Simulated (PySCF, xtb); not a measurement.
SrCl, SMILES [Cl][Sr+], charge +1.

Harmonic wavenumbers (cm⁻¹) from GFN2-xTB (xtb) at its own minimum, in rising order: 257.

What does r2SCAN-D4/def2-TZVPD in PySCF give at its own minimum? (An estimate is asked for; the answer gives what the named calculation found.)

364. Paired by order, the mean absolute difference is 107 cm⁻¹ and the zero-point energies are 0.4 and 0.5 kcal/mol.
